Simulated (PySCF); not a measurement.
PySCF input for Sn(H)2(NH2)2 (H6N2Sn), SMILES [NH2][SnH2][NH2], IEF-PCM-B3LYP/def2-SVP. Geometry optimised at PBE0-D3(BJ)/def2-SVP. The def2 effective core potentials stand for the cores of Sn; spin–orbit coupling is left out. One conformer was computed; it need not be the lowest.

```python
import numpy as np
from pyscf import gto, scf, dft
from pyscf.solvent import pcm

mol = gto.M(
    atom='''
    Sn   -0.02958793    0.28461860    0.04932996
    N     1.76837347   -0.56874166   -0.39371553
    N    -1.47902532   -1.15933165    0.15998572
    H     0.05649923    0.95224292    1.62235659
    H    -0.28681403    1.46292444   -1.17782496
    H     1.92396881   -1.43914557    0.11217925
    H     1.88107963   -0.77076571   -1.38533001
    H    -2.27109294   -0.89016448    0.74112216
    H    -1.84968109   -1.44950877   -0.74289206
    ''',
    basis='def2-SVP',
    ecp={'Sn': 'def2-svp'},
    charge=0,
    spin=0,
    max_memory=1600,
    verbose=3,
)
mf = dft.RKS(mol, xc='b3lyp').density_fit(auxbasis='def2-universal-jkfit')
mf.grids.level = 3
mf.conv_tol = 1e-9
mf.max_cycle = 100
mf.kernel()
res = {}
for name, eps in {'water': 78.355, 'n-hexane': 1.8819, 'toluene': 2.3741}.items():
    s = mf.PCM()
    s.with_solvent.method, s.with_solvent.eps, s.with_solvent.lebedev_order = 'IEF-PCM', eps, 29
    s.kernel(mf.make_rdm1())
    res[name] = (s.e_tot, eps, s.dip_moment(), s.mo_energy, s.converged)
    print(f'{name}: electrostatic solvation free energy {(s.e_tot - mf.e_tot) * 627.509474:.3f} kcal/mol')
```

It prints:

```
converged SCF energy = -327.376133686997

WARN: PCM is an experimental feature. It is still in testing.
Features and APIs may be changed in the future.

converged SCF energy = -327.385791497622
Dipole moment(X, Y, Z, Debye): -1.70284, -0.44781, -1.16889
water: electrostatic solvation free energy -6.060 kcal/mol

WARN: PCM is an experimental feature. It is still in testing.
Features and APIs may be changed in the future.

converged SCF energy = -327.37942521129
Dipole moment(X, Y, Z, Debye): -1.44436, -0.39912, -0.98354
n-hexane: electrostatic solvation free energy -2.065 kcal/mol

WARN: PCM is an experimental feature. It is still in testing.
Features and APIs may be changed in the future.

converged SCF energy = -327.380454419691
Dipole moment(X, Y, Z, Debye): -1.48282, -0.40762, -1.01010
toluene: electrostatic solvation free energy -2.711 kcal/mol
```

Self-consistency was reached.
